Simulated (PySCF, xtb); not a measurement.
Ge(H)2(Cl)(vinyl) (C2H5ClGe), SMILES C=[CH][GeH2][Cl]. One conformer was computed; it need not be the lowest.

Harmonic wavenumbers (cm⁻¹) from GFN2-xTB (xtb 6.7.1) at its own minimum, in rising order: 74, 109, 317, 345, 376, 518, 544, 624, 680, 834, 918, 987, 1019, 1243, 1398, 1652, 1870, 1917, 3034, 3068, 3092.

Q: What does PBE-D3(BJ)/def2-SVP (PySCF) give at its own minimum? (An estimate is asked for; the answer gives what the named calculation found.)

A: 102, 136, 328, 382, 404, 550, 570, 655, 740, 846, 949, 962, 988, 1218, 1358, 1623, 2079, 2084, 3052, 3074, 3151. Paired by order, the mean absolute difference is 44 cm⁻¹ and the zero-point energies are 35.2 and 36.1 kcal/mol.
